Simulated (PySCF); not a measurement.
## A PySCF run on ScH

State: ³Δ (triplet), unpaired electrons σ ↑, δ ↑.

An equivalent input (the run itself took its basis sets from the Basis Set Exchange, started from a PBE0 density and held the occupation σ 7α 6β, πx 2α 2β, πy 2α 2β, δx 1α 0β):

```python
from pyscf import gto, scf, cc
mol = gto.M(atom='Sc 0 0 0; H 0 0 1.849', basis={'Sc': 'def2-TZVPP', 'H': 'def2-TZVPP'},
            charge=0, spin=2, verbose=4, symmetry='C2v')
mf = scf.UHF(mol)
mf.irrep_nelec = {'A1': (8, 6), 'B1': (2, 2), 'B2': (2, 2)}
mf.conv_tol = 1e-9
mf.max_cycle = 60
mf.diis_space = 10
mf.kernel()
mycc = cc.CCSD(mf, frozen=[[0, 1, 2, 3, 4], [0, 1, 2, 3, 4]])
mycc.run(conv_tol=1e-7, conv_tol_normt=1e-5, max_cycle=80, diis_space=8)
et = mycc.ccsd_t()
```

The SCF ended at -760.29299820 hartree. The coupled-cluster part of the log:

```
******** <class 'pyscf.cc.uccsd.UCCSD'> ********
CC2 = 0
CCSD nocc = (7, 5), nmo = (73, 73)
frozen orbitals [[0, 1, 2, 3, 4], [0, 1, 2, 3, 4]]
max_cycle = 80
direct = 0
conv_tol = 1e-07
conv_tol_normt = 1e-05
diis_space = 8
diis_start_cycle = 0
diis_start_energy_diff = 1e+09
Init t2, MP2 energy = -0.237704879950269
Init E_corr(UCCSD) = -0.237704879954009
cycle = 1  E_corr(UCCSD) = -0.258448651542326  dE = -0.0207437716  norm(t1,t2) = 0.0628332
cycle = 2  E_corr(UCCSD) = -0.263761981070193  dE = -0.00531332953  norm(t1,t2) = 0.0286525
cycle = 3  E_corr(UCCSD) = -0.266802449653922  dE = -0.00304046858  norm(t1,t2) = 0.0199213
cycle = 4  E_corr(UCCSD) = -0.267093802319866  dE = -0.000291352666  norm(t1,t2) = 0.0105838
cycle = 5  E_corr(UCCSD) = -0.266855904346339  dE = 0.000237897974  norm(t1,t2) = 0.0072746
cycle = 6  E_corr(UCCSD) = -0.267119325576715  dE = -0.00026342123  norm(t1,t2) = 0.00326152
cycle = 7  E_corr(UCCSD) = -0.267161079344363  dE = -4.17537676e-05  norm(t1,t2) = 0.00128724
cycle = 8  E_corr(UCCSD) = -0.267132042574799  dE = 2.90367696e-05  norm(t1,t2) = 0.000563118
cycle = 9  E_corr(UCCSD) = -0.267133079065627  dE = -1.03649083e-06  norm(t1,t2) = 0.000185848
cycle = 10  E_corr(UCCSD) = -0.267133229407348  dE = -1.50341721e-07  norm(t1,t2) = 6.97547e-05
cycle = 11  E_corr(UCCSD) = -0.267133172369887  dE = 5.70374612e-08  norm(t1,t2) = 3.17122e-05
cycle = 12  E_corr(UCCSD) = -0.267133145426085  dE = 2.6943802e-08  norm(t1,t2) = 1.43107e-05
cycle = 13  E_corr(UCCSD) = -0.267133521665629  dE = -3.76239544e-07  norm(t1,t2) = 5.76008e-06
cycle = 14  E_corr(UCCSD) = -0.267133632325782  dE = -1.10660153e-07  norm(t1,t2) = 2.49139e-06
cycle = 15  E_corr(UCCSD) = -0.267133621989109  dE = 1.03366734e-08  norm(t1,t2) = 1.2781e-06
UCCSD converged
E(UCCSD) = -760.5601318251274  E_corr = -0.2671336219891088
UCCSD(T) correction = -0.00625043411200528
```

T1 diagnostic 0.032, D1 0.137, 12 electrons correlated.

Repeating this along the bond gives Re = 1.881 Å and ωe = 1459 cm⁻¹.

A point of this curve took 41 CPU seconds beside 0.53 for the integrals, on Arm Neoverse V1 (shared host).

Correlated steps freeze 5 core orbitals. The state is the lowest single determinant that the PBE0 search found; with open d or f shells the true ground state can be another one.
